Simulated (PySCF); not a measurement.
**State search for RbH**

Unrestricted PBE0; PySCF, scalar-relativistic core potentials, basis sets Rb def2-TZVPP with ECP28, H def2-TZVPP. Outer shells of the fragments: Rb 5s1; H 1s1.

Followed along the bond (rough minima from three points):

```json
{"2Ms+1": "1", "unpaired": "none", "⟨S²⟩ at the start": "0.00", "R at minimum (Å)": "2.42", "Te (eV)": "0.00"}
{"2Ms+1": "3", "unpaired": "σ ↑↑", "⟨S²⟩ at the start": "2.00", "R at minimum (Å)": "none in the scan", "Te (eV)": "≤ 1.91"}
```

Solutions found at the starting distance of 2.380 Å, counted from the lowest of them; the search is not exhaustive and high or unbound solutions are not listed, so other states can lie among these:

| 2Ms+1 | unpaired | term | E (eV) | ⟨S²⟩ | ⟨Lz²⟩ | μ (D) |
| --- | --- | --- | --- | --- | --- | --- |
| 1 | none | ¹Σ⁺ | 0.00 | 0.00 | 0.00 | -8.07 |
| 3 | σ ↑↑ | ³Σ⁺ | 2.04 | 2.00 | 0.00 | 2.98 |
| 3 | σ ↑, π ↑ | ³Π | 3.08 | 2.00 | 1.00 | -1.40 |
| 1 | σ ↑, π ↓ | mixed | 3.13 | 1.00 | 1.00 | -0.66 |
| 3 | σ ↑, δ ↑ | ³Δ | 3.99 | 2.00 | 4.00 | 0.20 |
| 1 | σ ↑, δ ↓ | mixed | 3.99 | 1.00 | 4.00 | 0.20 |

A term symbol is given only where ⟨S²⟩ and ⟨Lz²⟩ are close to those of a pure state; real π, δ and φ orbitals otherwise mix terms. A positive dipole means Rb(−)H(+).

The measured ground state is X ¹Σ+ (Huber and Herzberg, Constants of Diatomic Molecules (1979)).

Counting both spins, an empty level lies below a filled one in some of these solutions, because spin and occupation are held.
